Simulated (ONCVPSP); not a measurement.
## H: one change to an ONCV potential, before and after

```
Element                 : hydrogen
Generator               : ONCVPSP 4.0.1
Type                    : optimised norm-conserving Vanderbilt (ONCV)
Functional              : PBE
Relativity              : scalar-relativistic
Frozen core             : none
Valence charge          : 1
Reference configuration : 1s0.5 (charge +0.5)
Partial waves           : 1s: rc 0.85 bohr, ncon 4, nbas 8, qcut 6.6 1/bohr, 3 projectors, debl 2.7 Ha; p scattering state at 0.3 Ha: rc 0.95 bohr, ncon 4, nbas 7, qcut 7.6 1/bohr, 2 projectors, debl 3.4 Ha
Local potential         : polynomial inside 0.85 bohr (lpopt 5, dvloc0 4 Ha)
Core correction         : none
```

Change: all radii scaled by about 1.08 (s 0.92, p 1.02 bohr); local potential polynomial inside 0.92 bohr (lpopt 5, dvloc0 4 Ha).

Cutoffs: the cutoffs (Ha) at which the residual kinetic energy of the hardest occupied pseudo-wave falls to 1 and 0.1 mHa per electron; they do not see the model core or the augmentation charge, which bear on the density cutoff. Errors are all-electron minus pseudo energies relative to the spin-unpolarised reference configuration.

Problem. What does the change do?

Solution. The potential gets softer (21 Ha and 121 Ha → 19 Ha and 91 Ha); neither file shows a bound ghost. A larger radius leaves more room for a smooth pseudo-wave, so fewer plane waves are needed.

| quantity | base | changed |
| --- | --- | --- |
| cutoff, loose | 21 Ha | 19 Ha |
| cutoff, tight | 121 Ha | 91 Ha |
| bound ghosts | none | none |
| GHOST(+) flags under 300 eV | none | none |
| error for 1s1, meV [ΔE -4.76 eV] | +0.7 | +0.9 |
